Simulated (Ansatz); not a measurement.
Molecule: sum formula AlOH₃, net charge 0, singlet state. SMILES: [OH][AlH2]
Geometry from a B3LYP-D3(BJ)/def2-TZVP (Ansatz, a first-principles code) optimisation:
```xyz
5

O      1.0824    -0.2049    -0.0084
Al    -0.5960     0.0639     0.0079
H      1.7380     0.4912    -0.0688
H     -1.1551     1.5379    -0.0801
H     -1.4942    -1.2206     0.1130
```
Charge 0, spin multiplicity 1.

Wanted: vertical triplet-singlet gap (E(triplet) - E(singlet); each state is the SCF solution reached for its spin; for the triplet the Hartree-Fock reference is unstable and T1 is 0.035), in kcal/mol. Valence correlation only, unless marked. UHF or UKS for open shells. No spin-orbit coupling. Non-relativistic.  The program attaches cautions to a run behind CCSD/def2-SVPD: other roots. The program attaches cautions to a run behind CCSD/def2-TZVPPD: other roots. The program attaches cautions to a run behind CCSD/aug-cc-pV(Q+d)Z: other roots. The program attaches cautions to a run behind CCSD(T)/aug-cc-pV(D+d)Z: other roots. The program attaches cautions to a run behind CCSD(T)/aug-cc-pV(T+d)Z: other roots. The program attaches cautions to a run behind CCSD(T)/aug-cc-pV(Q+d)Z: other roots.

```json
[
 {"level": "RI-HF/def2-TZVPPD", "program": "Ansatz", "vertical triplet-singlet gap (kcal/mol)": "133.0"},
 {"level": "RI-HF/aug-cc-pV(Q+d)Z", "program": "Ansatz", "vertical triplet-singlet gap (kcal/mol)": "132.6"},
 {"level": "RI-HF/def2-QZVPPD", "program": "Ansatz", "vertical triplet-singlet gap (kcal/mol)": "132.6"},
 {"level": "SVWN5/def2-TZVPD", "program": "Ansatz", "vertical triplet-singlet gap (kcal/mol)": "115.5"},
 {"level": "PBE/def2-TZVPD", "program": "Ansatz", "vertical triplet-singlet gap (kcal/mol)": "116.1"},
 {"level": "r2SCAN/def2-TZVPD", "program": "Ansatz", "vertical triplet-singlet gap (kcal/mol)": "119.3"},
 {"level": "B3LYP/def2-TZVPD", "program": "Ansatz", "vertical triplet-singlet gap (kcal/mol)": "126.5"},
 {"level": "PBE0/def2-TZVPD", "program": "Ansatz", "vertical triplet-singlet gap (kcal/mol)": "124.4"},
 {"level": "CAM-B3LYP/def2-TZVPD", "program": "Ansatz", "vertical triplet-singlet gap (kcal/mol)": "131.9"},
 {"level": "wB97M-V/def2-TZVPD", "program": "Ansatz", "vertical triplet-singlet gap (kcal/mol)": "135.6"},
 {"level": "wB97X-V/def2-TZVPD", "program": "Ansatz", "vertical triplet-singlet gap (kcal/mol)": "137.7"},
 {"level": "B2PLYP/def2-TZVPD", "program": "Ansatz", "vertical triplet-singlet gap (kcal/mol)": "131.7"},
 {"level": "RI-MP2/aug-cc-pV(T+d)Z", "program": "Ansatz", "vertical triplet-singlet gap (kcal/mol)": "139.8"},
 {"level": "RI-MP2/aug-cc-pV(Q+d)Z", "program": "Ansatz", "vertical triplet-singlet gap (kcal/mol)": "140.4"},
 {"level": "CCSD/def2-SVPD", "program": "Ansatz", "vertical triplet-singlet gap (kcal/mol)": "136.0"},
 {"level": "CCSD/def2-TZVPPD", "program": "Ansatz", "vertical triplet-singlet gap (kcal/mol)": "136.1"},
 {"level": "CCSD/aug-cc-pV(Q+d)Z", "program": "Ansatz", "vertical triplet-singlet gap (kcal/mol)": "136.1"},
 {"level": "CCSD(T)/aug-cc-pV(D+d)Z", "program": "Ansatz", "vertical triplet-singlet gap (kcal/mol)": "133.1"},
 {"level": "CCSD(T)/aug-cc-pV(T+d)Z", "program": "Ansatz", "vertical triplet-singlet gap (kcal/mol)": "133.7"},
 {"level": "CCSD(T)/aug-cc-pV(Q+d)Z", "program": "Ansatz", "vertical triplet-singlet gap (kcal/mol)": "133.9"}
]
```
